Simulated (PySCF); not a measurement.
Compound: C3HF3N2O3S.
SMILES with atom numbers: `[O:1]=[S:2](=[O:3])([c:4]1[n:5][cH:6][n:7][o:8]1)[C:9]([F:10])([F:11])[F:12]`

Geometry (GFN2-xTB, Å), atoms numbered from 1 in this order:
```xyz
13
C3HF3N2O3S angstrom
O     -1.0383   -1.2519   -1.8199
S     -0.9876   -0.9501   -0.4328
O     -1.4518   -1.8878    0.5280
C      0.6936   -0.4643   -0.0058
N      1.0525    0.7115    0.3973
C      2.3939    0.5624    0.5818
N      2.8098   -0.6352    0.3049
O      1.7091   -1.3182   -0.0813
C     -1.8895    0.6845   -0.1500
F     -3.1700    0.5148   -0.4330
F     -1.7684    1.0612    1.1119
F     -1.3890    1.6214   -0.9382
H      3.0314    1.3522    0.9192
```

Definitions: NICS(0) = −σiso at the ring centroid; NICS(1) = −σiso and NICS(1)zz = −σzz at ±1 Å along the ring normal z. Level: GIAO PBE0/pcSseg-1 (PySCF, non-relativistic, gas phase) on the GFN2-xTB geometry, one conformer.

Ring bond lengths (Å), with Mayer bond orders in brackets: C4–N5 1.294 (1.60), N5–C6 1.362 (1.28), C6–N7 1.298 (1.67), N7–O8 1.352 (1.01), O8–C4 1.329 (1.11).

**Question.** What do the NICS probes read (ppm)?

**Answer.** 
```
          ring                                                       type  NICS(0)  NICS(1), two faces  NICS(1)zz, two faces  rms pucker (Å)  centre to ring atoms, mean (Å)
C4–N5–C6–N7–O8  5-membered ring with 2 N and O; formal bonds all aromatic    -12.9       -11.7 / -11.7         -29.6 / -29.6            0.00                            1.13
```

**Question.** What can be read from them?

**Answer.** 
- C4–N5–C6–N7–O8: mean NICS(1)zz -29.6 ppm, shielded. The ring is flat and has no four-coordinate atom; by the NICS criterion it is aromatic.

**Question.** And the bond-length index? HOMA = 1 − mean of α(R − Ropt)² over the ring bonds, with Krygowski's 1993 parameters (CN: Ropt 1.334 Å, α 93.52 Å⁻²; CO: Ropt 1.265 Å, α 157.38 Å⁻²; NO: Ropt 1.248 Å, α 57.21 Å⁻²).

**Answer.** 
- C4–N5–C6–N7–O8: HOMA 0.68; the largest term is that of O8–C4, α(R − Ropt)² = 0.64.

**Question.** At the first NICS(1) probe listed for ring C4–N5–C6–N7–O8, 1 Å off the ring, what do the in-plane components average?

**Answer.** The isotropic value is a third of the trace: (3 × -11.7 − (-29.6))/2 = -2.7 ppm.

**Question.** How shielded are the nuclei of the rings and their hydrogens (means over atoms taken as equivalent)?

**Answer.** 
```json
{"atoms": "C4", "environment": "substituted aromatic carbon", "σ isotropic (ppm)": "6.7"}
{"atoms": "N5", "environment": "pyridine-type nitrogen", "σ isotropic (ppm)": "-21.5"}
{"atoms": "C6", "environment": "aromatic CH next to a ring nitrogen", "σ isotropic (ppm)": "25.3"}
{"atoms": "N7", "environment": "pyridine-type nitrogen", "σ isotropic (ppm)": "-144.1"}
{"atoms": "O8", "environment": "ring oxygen", "σ isotropic (ppm)": "-79.7"}
{"atoms": "H13", "environment": "aromatic hydrogen", "σ isotropic (ppm)": "22.98"}
```

Time: 42 s. Hardware: one thread of an Arm Neoverse V2, on a shared host. This is the whole shielding run at PBE0/pcSseg-1, SCF included.
